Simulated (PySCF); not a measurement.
MZn for M along the third period

PBE0 with double-zeta basis sets in PySCF, for the lowest determinant that a PBE0 search found; no spin–orbit coupling. De refers to high-spin ground-configuration atoms. A positive dipole means M(−)Zn(+).

| M | basis | state (unpaired electrons) | Re (Å) | ωe (cm⁻¹) | De (eV) | μ (D) |
| --- | --- | --- | --- | --- | --- | --- |
| Na | cc-pVDZ/cc-pVDZ-PP | doublet (σ ↑) | 3.250 | 86.8 | 0.15 | -0.50 |
| Mg | def2-SVP | singlet (closed shell) | 3.315 | 81.9 | 0.13 | 0.30 |
| Si | def2-SVPD | triplet (π ↑↑) | 2.374 | 278 | 1.18 | 2.60 |
| P | def2-SVP | quartet (σ ↑, π ↑↑) | 2.457 | 218 | 0.47 | 1.40 |
| S | cc-pVDZ-PP/cc-pV(D+d)Z | singlet (closed shell) | 2.035 | 482 | 1.41 | 5.24 |
| Cl | x2c-SVPall | doublet (σ ↑) | 2.167 | 378 | 2.11 | 2.84 |

The shortest bond is that of ZnS (2.035 Å), the longest that of MgZn (3.315 Å).

The rows differ in basis set, which adds steps of its own.

The state changes along the series, so neighbouring rows are not always alike in their bonding.

Closed-shell solutions of metal pairs were not tested for spin polarisation, which can lower them a little. Weak bonds: MgZn, NaZn, ZnP. Basis-set superposition, not corrected here, can be much of De in a small basis, most of all at correlated wavefunction levels. Functionals without a dispersion term scatter widely for such bonds, and LDA overbinds them. States were picked by a PBE0 search and need not be the measured ground states.
